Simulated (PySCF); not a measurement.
## Circular dichroism: `[BH3-][C@H](C=O)[C@H](C)C#N`, [C5H9BNO]-, charge -1

Molfile (atoms numbered from 1):
```
C5H9BNO
     RDKit          3D

 17 16  0  0  0  0  0  0  0  0999 V2000
   -0.5729   -1.6086    0.6741 B   0  0  0  0  0  0  0  0  0  0  0  0
   -0.2626    0.0985    0.6705 C   0  0  2  0  0  0  0  0  0  0  0  0
   -1.5573    0.6478    0.9930 C   0  0  0  0  0  0  0  0  0  0  0  0
   -2.3798    1.1264    0.2258 O   0  0  0  0  0  0  0  0  0  0  0  0
    0.2632    0.5998   -0.6802 C   0  0  2  0  0  0  0  0  0  0  0  0
    1.4665   -0.1801   -1.2125 C   0  0  0  0  0  0  0  0  0  0  0  0
    0.6273    1.9813   -0.5225 C   0  0  0  0  0  0  0  0  0  0  0  0
    0.9571    3.0686   -0.3541 N   0  0  0  0  0  0  0  0  0  0  0  0
   -1.1375   -1.9075   -0.3470 H   0  0  0  0  0  0  0  0  0  0  0  0
   -1.2489   -1.8835    1.6343 H   0  0  0  0  0  0  0  0  0  0  0  0
    0.5009   -2.1538    0.7648 H   0  0  0  0  0  0  0  0  0  0  0  0
    0.4569    0.2618    1.4733 H   0  0  0  0  0  0  0  0  0  0  0  0
   -1.8258    0.5450    2.0704 H   0  0  0  0  0  0  0  0  0  0  0  0
   -0.5687    0.5392   -1.3917 H   0  0  0  0  0  0  0  0  0  0  0  0
    2.2950   -0.1221   -0.5077 H   0  0  0  0  0  0  0  0  0  0  0  0
    1.1839   -1.2212   -1.3276 H   0  0  0  0  0  0  0  0  0  0  0  0
    1.7958    0.2202   -2.1730 H   0  0  0  0  0  0  0  0  0  0  0  0
  1  2  1  0
  2  3  1  0
  3  4  2  0
  2  5  1  0
  5  6  1  0
  5  7  1  0
  7  8  3  0
  1  9  1  0
  1 10  1  0
  1 11  1  0
  2 12  1  1
  3 13  1  0
  5 14  1  6
  6 15  1  0
  6 16  1  0
  6 17  1  0
M  CHG  1   1  -1
M  END
```

The calculation used TDDFT CAM-B3LYP/def2-SVPD circular dichroism and optical rotation, one conformer, gas phase in PySCF. Geometry: GFN2-xTB.

The molecule is flexible and this is one conformer; a measurement averages over conformers. For a gas-phase anion, states above the detachment energy (about 4.4 eV, taken as minus the energy of the highest occupied orbital) lie in the continuum and depend on the basis.

What are the CIP labels of the stereocentres?

C2 S, C5 S.

Which excitations and rotatory strengths does the calculation give?

Rotatory strengths R in 10⁻⁴⁰ esu² cm², velocity form and length form (origin at the centre of mass); f in length form.
```csv
state,E (eV),λ (nm),f,R (velocity),R (length),main
1,4.75,261,0.004,-44.2,-44.1,"HOMO→LUMO+1 0.34, HOMO→LUMO+2 0.17"
2,6.29,197,0.032,-22.0,-21.2,"HOMO→LUMO 0.59, HOMO→LUMO+2 0.15"
3,6.62,187,0.087,+43.4,+47.8,"HOMO−1→LUMO+1 0.24, HOMO→LUMO+2 0.16"
4,6.68,185,0.076,+64.2,+61.8,"HOMO−3→LUMO 0.25, HOMO−2→LUMO 0.14"
5,6.76,183,0.021,-5.8,-2.6,"HOMO−2→LUMO 0.33, HOMO−2→LUMO+1 0.22"
6,6.87,180,0.078,+51.1,+48.9,"HOMO→LUMO+1 0.23, HOMO→LUMO 0.14"
7,6.94,179,0.005,+11.3,+11.2,"HOMO→LUMO+4 0.18, HOMO−1→LUMO 0.18"
8,7.08,175,0.065,-42.5,-43.8,"HOMO−2→LUMO+2 0.52, HOMO−2→LUMO 0.15"
9,7.13,174,0.005,+8.0,+9.0,"HOMO−3→LUMO+2 0.17, HOMO−1→LUMO+2 0.14"
10,7.29,170,0.032,-20.0,-23.2,"HOMO→LUMO+4 0.32, HOMO→LUMO+3 0.17"
11,7.34,169,0.009,-8.5,-6.1,"HOMO→LUMO+4 0.26, HOMO−3→LUMO 0.14"
12,7.42,167,0.024,-21.1,-21.4,HOMO→LUMO+5 0.66
13,7.45,166,0.056,+10.8,+10.4,"HOMO−1→LUMO+2 0.18, HOMO→LUMO+5 0.11"
14,7.63,163,0.008,-18.2,-17.1,"HOMO−1→LUMO+2 0.26, HOMO−1→LUMO+1 0.21"
15,7.71,161,0.001,+4.2,+3.5,"HOMO→LUMO+6 0.19, HOMO−2→LUMO+1 0.12"
16,7.73,160,0.021,-15.3,-16.2,"HOMO→LUMO+7 0.20, HOMO→LUMO+6 0.10"
```

Among the states computed, the strongest CD band (largest |R|) is state 4. The largest dissymmetry factor in size, g = 4R/(D+G), with D and G the electric and magnetic dipole strengths, is -0.076 for state 1 (velocity form, f = 0.004), among bands with |R| over 0.5. The mirror image has the same energies and oscillator strengths and all R with the opposite sign.
